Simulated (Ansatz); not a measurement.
Reactions of CH2FI (`FCI`).

Computed with Ansatz on PBE0-D4/def2-TZVP structures; ΔE is electronic, products minus reactants. CCSD(T)/CBS is the MP2 limit (def2-TZVPP, def2-QZVPP) plus CCSD(T) − MP2 in def2-TZVPP, frozen cores. This one scheme is used for every species. DFT in def2-TZVPP. No spin–orbit coupling; open shells (•) take unrestricted orbitals. def2 core potentials past Kr. For I, Te outer-core shells are correlated without core-valence functions, which leaves a few kJ/mol of doubt a bond. One conformer a species, not always the lowest.

```csv
reaction,PBE-D4 (kcal/mol),ωB97M-V (kcal/mol),ωB97X-V (kcal/mol)
`FCI` + H₂Te → `[TeH]CI` + H–F,-10.4,-10.1,-9.1
`FCI` + `[OH]`• → `F[CH]I`• + H₂O,-23.0,-18.1,-17.9
`FCI` + `O[SiH2]F` → `F[SiH2]OCI` + H–F,-1.0,-0.2,0.0
`FCI` + `SS` → `FCSS` + HI,-5.4,-6.0,-6.0
```

(1) Give the CCSD(T)/CBS values in the same order. (Best estimate.)

Largest T1 diagnostic: 0.015, for `F[CH]I`•.

## Answers

(1) The calculation gave: -15.4, -19.4, -2.7, -4.7 kcal/mol.
